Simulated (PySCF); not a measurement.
## Vibration and rotation of BeN

UHF-CCSD(T) constants of BeN, ⁴Σ⁻ (quartet), unpaired electrons σ ↑, π ↑↑ (basis Be def2-TZVPP, N def2-TZVPP; no relativity; PySCF 2.14; masses 9.0122 and 14.0031 u):

```
ωe              : 912.0 cm⁻¹
ωexe            : 10.6 cm⁻¹
Be              : 1.1746 cm⁻¹
αe              : 0.0178 cm⁻¹
D (centrifugal) : 7.79e-06 cm⁻¹
De to Be + N    : 1.26 eV
```

Question: Give the vibrational terms G(v) and spacings up to v = 6.

Answer: G(v) = ωe(v+½) − ωexe(v+½)².

| v | G(v) (cm⁻¹) | G(v) − G(v−1) | Bv (cm⁻¹) |
| --- | --- | --- | --- |
| 0 | 453 |  | 1.166 |
| 1 | 1344 | 891 | 1.148 |
| 2 | 2214 | 870 | 1.130 |
| 3 | 3062 | 848 | 1.112 |
| 4 | 3889 | 827 | 1.095 |
| 5 | 4695 | 806 | 1.077 |
| 6 | 5480 | 785 | 1.059 |

Question: How well does the Morse estimate ωe²/(4ωexe) reproduce De, and what is D0?

Answer: It gives 2.43 eV, 193 % of the computed De. D0 = De − G(0) = 1.26 − 0.06 = 1.20 eV.

Correlated steps freeze 1 core orbital. The state was picked by a PBE0 search and need not be the measured ground state.
